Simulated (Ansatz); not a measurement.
`C[O][Mo]([OH])([F])(=[S])[Cl]`, relaxed with RKS PBE0-D4/def2-TZVP in Ansatz 0.2.0 from a PBE-D4/def2-SVP geometry. The force threshold is 0.005 eV/Å; the program also tests the step.

Total charge 0; spin multiplicity 1. Mo takes the def2 core potential.

Start:

```xyz
11

C     1.386   -0.740    1.129
O     0.904    0.163    0.173
Mo   -0.579    0.422   -0.903
O    -1.403    1.321    0.560
F    -2.358    0.167   -1.472
S     0.101    1.812   -2.347
Cl   -0.254   -1.764   -1.659
H     0.758   -0.710    2.047
H     1.346   -1.767    0.696
H     2.434   -0.480    1.385
H    -2.335    1.576    0.392
```

| step | energy (eV) | largest force (eV/Å) | largest move (Å) |
| --- | --- | --- | --- |
| 1 | -33120.1114 | 0.980 | 0.000 |
| 2 | -33120.1797 | 0.665 | 0.058 |
| 3 | -33120.1937 | 0.072 | 0.030 |
| 4 | -33120.1951 | 0.061 | 0.022 |
| 5 | -33120.1966 | 0.047 | 0.031 |
| 6 | -33120.2001 | 0.238 | 0.110 |
| 7 | -33120.2022 | 0.228 | 0.044 |
| 8 (rejected) | -33120.2022 | 0.261 | 0.138 |
| 9 | -33120.2057 | 0.111 | 0.067 |
| 10 (rejected) | -33120.2052 | 0.169 | 0.098 |
| 11 | -33120.2063 | 0.143 | 0.049 |
| 12 | -33120.2074 | 0.066 | 0.042 |
| 13 | -33120.2075 | 0.050 | 0.011 |
| 14 | -33120.2077 | 0.027 | 0.008 |
| 15 | -33120.2077 | 0.009 | 0.004 |
| 16 | -33120.2078 | 0.018 | 0.008 |
| 17 | -33120.2078 | 0.018 | 0.002 |
| 18 | -33120.2079 | 0.009 | 0.021 |
| 19 | -33120.2079 | 0.004 | 0.004 |

End:

```xyz
11

C     1.288   -0.647    1.148
O     1.008    0.046   -0.033
Mo   -0.506    0.362   -1.004
O    -1.162    1.087    0.622
F    -2.339    0.239   -1.364
S     0.096    1.836   -2.345
Cl   -0.351   -1.698   -1.984
H     0.581   -0.336    1.924
H     1.188   -1.724    0.972
H     2.309   -0.418    1.457
H    -2.111    1.253    0.607
```

It took 52 s on 2 threads of an AMD EPYC 7R13 on a shared host and a share of an NVIDIA H100 80 GB, with 0.95 GiB of host memory at the peak.
